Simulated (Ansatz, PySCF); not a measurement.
Ga(H)(Me)(OMe) (C₂H₇GaO), SMILES C[O][GaH][CH3]. Atoms are numbered in the order given.

```xyz
11

Ga    -0.1406     0.2530     0.2304
H     -1.6281    -0.1784     0.4545
C      0.8847     1.7677     0.9010
H      0.9165     1.7640     2.0023
H      0.4270     2.7204     0.5904
H      1.9139     1.7255     0.5156
O      0.8057    -0.8322    -0.8337
C      0.3219    -1.9930    -1.4529
H      0.4182    -1.9138    -2.5522
H      0.9106    -2.8744    -1.1357
H     -0.7432    -2.2041    -1.2259
```

Geometry: r2SCAN-D4/def2-SVP. The structure was generated by enumeration; whether it is a known compound was not checked. Other conformers were not sampled.

Two levels are set side by side: PBE-D3(BJ)/def2-SVP (Ansatz, an electronic-structure program) and r2SCAN-D4/def2-SVP (Ansatz). Each level has its own optimised geometry; the coordinates shown are those of the second. Frequencies come from the Hessian of PySCF at each geometry. Differences are taken from unrounded values.

```csv
quantity,r2SCAN-D4
mean bond length (Å),1.333
bond Ga1–C3 (Å),1.948
bond Ga1–O7 (Å),1.790
bond O7–C8 (Å),1.402
bond Ga1–H2 (Å),1.565
bond C3–H4 (Å),1.102
bond C3–H5 (Å),1.102
bond C3–H6 (Å),1.100
bond C8–H9 (Å),1.106
bond C8–H10 (Å),1.106
bond C8–H11 (Å),1.109
highest harmonic wavenumber (cm⁻¹),3165
mean harmonic wavenumber (cm⁻¹),1359
zero-point energy (kcal/mol),52.46
```

Q: What does PBE-D3(BJ) give, and how far is it from r2SCAN-D4? (The exact figures need the calculation; the answer reports its results.)

A: 
```tsv
quantity	PBE-D3(BJ)	PBE-D3(BJ) minus r2SCAN-D4
mean bond length (Å)	1.343	0.010
bond Ga1–C3 (Å)	1.964	0.015
bond Ga1–O7 (Å)	1.811	0.020
bond O7–C8 (Å)	1.407	0.005
bond Ga1–H2 (Å)	1.582	0.017
bond C3–H4 (Å)	1.109	0.007
bond C3–H5 (Å)	1.109	0.007
bond C3–H6 (Å)	1.107	0.007
bond C8–H9 (Å)	1.115	0.009
bond C8–H10 (Å)	1.115	0.009
bond C8–H11 (Å)	1.118	0.008
highest harmonic wavenumber (cm⁻¹)	3101	-64
mean harmonic wavenumber (cm⁻¹)	1322	-37
zero-point energy (kcal/mol)	51.04	-1.41
```
